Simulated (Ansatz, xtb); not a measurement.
# C4H7F2N: which of two isomers lies lower

Structure X is `C=C(N)CC(F)F`, a singlet and structure Y is `C/C(N)=C/C(F)F`, a singlet. Both are isolated molecules in the gas phase, relaxed with B3LYP-D3(BJ)/def2-SVP; the shapes shown needn't be the lowest conformers.

X (Å):

```tsv
atom	x (Å)	y (Å)	z (Å)
C	0.2205	-0.9552	1.7268
C	0.8382	-0.8813	0.5308
C	1.6604	0.3270	0.1461
C	1.0191	1.1790	-0.9310
F	0.9281	0.4770	-2.1080
F	1.7851	2.2722	-1.1784
N	0.8262	-1.8898	-0.4239
H	-0.3878	-1.8204	2.0032
H	0.3439	-0.1650	2.4675
H	0.1350	-2.6192	-0.2851
H	0.8862	-1.5796	-1.3881
H	1.8139	0.9707	1.0228
H	2.6514	0.0195	-0.2292
H	0.0012	1.5133	-0.6653
```

Y (Å):

| atom | x (Å) | y (Å) | z (Å) |
| --- | --- | --- | --- |
| C | -1.0371 | 0.2667 | 1.7051 |
| C | -0.6830 | 0.1054 | 0.2519 |
| C | -0.1886 | 1.1395 | -0.4706 |
| C | 0.1086 | 1.0895 | -1.9280 |
| F | 0.9502 | 2.1005 | -2.2743 |
| F | 0.7267 | -0.0992 | -2.2841 |
| N | -0.9502 | -1.1458 | -0.2679 |
| H | -0.8480 | 1.2893 | 2.0545 |
| H | -0.4491 | -0.4286 | 2.3296 |
| H | -2.1024 | 0.0306 | 1.8679 |
| H | -0.4696 | -1.3916 | -1.1260 |
| H | -1.0238 | -1.9070 | 0.3961 |
| H | -0.0618 | 2.1144 | 0.0003 |
| H | -0.7825 | 1.1639 | -2.5823 |

Quicker runs give these differences E(Y) − E(X): GFN2-xTB −3.03 kcal/mol; HF/STO-3G −2.01 kcal/mol (at GFN2-xTB geometries); r2SCAN-D4/def2-SVP −1.32 kcal/mol (at GFN2-xTB geometries).

Q: Estimate E(Y) − E(X) at the level CCSD(T)/def2-SVP + ΔMP2/def2-TZVPP.

A: CCSD(T)/def2-SVP + ΔMP2/def2-TZVPP gives E(Y) − E(X) = −0.26 kcal/mol, slightly favouring structure Y, which is too small a margin to settle the true order.

How the difference moves with the method:

```json
{"level": "GFN2-xTB", "geometry": "GFN2-xTB", "E(Y) − E(X) (kcal/mol)": "−3.03", "departure from the last row (kcal/mol)": "−2.77", "job, with rough time for the two": "optimisation, 0.24 s"}
{"level": "HF/STO-3G", "geometry": "GFN2-xTB", "E(Y) − E(X) (kcal/mol)": "−2.01", "departure from the last row (kcal/mol)": "−1.75", "job, with rough time for the two": "single point, 0.48 s"}
{"level": "r2SCAN-D4/def2-SVP", "geometry": "GFN2-xTB", "E(Y) − E(X) (kcal/mol)": "−1.32", "departure from the last row (kcal/mol)": "−1.06", "job, with rough time for the two": "single point, 5.8 s"}
{"level": "B3LYP-D3(BJ)/def2-SVP", "geometry": "B3LYP-D3(BJ)/def2-SVP", "E(Y) − E(X) (kcal/mol)": "−0.86", "departure from the last row (kcal/mol)": "−0.60", "job, with rough time for the two": "optimisation, 86 s"}
{"level": "HF/def2-SVP", "geometry": "B3LYP-D3(BJ)/def2-SVP", "E(Y) − E(X) (kcal/mol)": "−0.67", "departure from the last row (kcal/mol)": "−0.41", "job, with rough time for the two": "part of the CCSD(T) run"}
{"level": "MP2/def2-SVP", "geometry": "B3LYP-D3(BJ)/def2-SVP", "E(Y) − E(X) (kcal/mol)": "−0.28", "departure from the last row (kcal/mol)": "−0.02", "job, with rough time for the two": "part of the CCSD(T) run"}
{"level": "CCSD(T)/def2-SVP", "geometry": "B3LYP-D3(BJ)/def2-SVP", "E(Y) − E(X) (kcal/mol)": "−0.05", "departure from the last row (kcal/mol)": "+0.21", "job, with rough time for the two": "single point"}
{"level": "CCSD(T)/def2-SVP + ΔMP2/def2-TZVPP", "geometry": "B3LYP-D3(BJ)/def2-SVP", "E(Y) − E(X) (kcal/mol)": "−0.26", "departure from the last row (kcal/mol)": "", "job, with rough time for the two": "single point, 2 min"}
```

As drawn, both hold the same kinds of bond in the same numbers. Structure X has 0 methyl groups, Y 1.

The largest departure from CCSD(T)/def2-SVP + ΔMP2/def2-TZVPP is that of GFN2-xTB, 2.77 kcal/mol. The last row adds to CCSD(T) the change of the MP2 difference between the two basis sets, here −0.21 kcal/mol.

With thermal terms from frequencies at re-optimised GFN2-xTB minima (ideal gas, soft modes damped towards free rotors, one conformer each, 298.15 K, 1 atm): on the last row, ΔE + ΔZPE = −0.58, ΔH = −0.31, ΔG = −0.83 kcal/mol.

The correlated steps freeze 7 core orbitals. Codes used: Ansatz 0.2.0, xtb 6.7.1; the last row on 2 threads of Arm Neoverse V1 on a shared host.
